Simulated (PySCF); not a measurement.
H3O4P, triplet, geometry from GFN2-xTB (a higher spin typed on purpose: for a closed-shell molecule this is an excited state). Base run: BLYP/3-21G (PySCF).

PySCF was given this input:
```python
from pyscf import gto, scf, dft

mol = gto.Mole()
mol.atom = '''
    O     0.779187    0.898003    1.389818
    P    -0.013427   -0.036541    0.294026
    O     1.076143   -0.559310   -0.647213
    O    -0.930757   -1.314796   -0.921209
    O    -0.861013    1.150965   -0.325308
    H     1.632914    0.528250    1.609951
    H    -0.535649   -2.185923   -0.954313
    H    -1.404337    0.806897   -1.034718
'''
mol.basis = '3-21g'
mol.charge = 0
mol.spin = 2
mol.verbose = 4
mol.build()

mf = dft.UKS(mol)
mf.xc = 'blyp'
mf.kernel()
```

The base run was repeated with changes; each row names its change, and settings that it needs were set with it.

| change | ΔE vs base (mEh) | SCF cycles | <S^2> | outcome |
|---|---|---|---|---|
| base | 0.000 | 13 | 2.003 | converged |
| conv_tol = 1e-11 | 0.000 | 13 | 2.003 | converged |
| conv_tol = 1e-6 | 0.000 | 11 | 2.003 | converged |
| conv_tol = 1e-7 | 0.000 | 11 | 2.003 | converged |
| conv_tol = 1e-12 | 0.000 | 16 | 2.003 | converged |
| init_guess = vsap | 0.000 | 14 | 2.003 | converged |
| level_shift = 1.0 (with mf.max_cycle = 100) | - | 85 | - | not converged |
| DIIS = EDIIS | - | 50 | - | not converged |
| diis = off; damp = 0.3 (with mf.diis_start_cycle = 200; with mf.max_cycle = 150) | - | 150 | - | not converged |
| init_guess = 1e | 0.000 | 18 | 2.003 | converged |
| init_guess = sap | 0.000 | 15 | 2.003 | converged |
| init_guess = huckel | 0.000 | 13 | 2.003 | converged |
| damp = 0.5; diis_start_cycle = 5 | 0.000 | 21 | 2.003 | converged |

Open shells are given as the SCF converged; they aren't shown to be the lowest states, and a large step between rows can be another state.
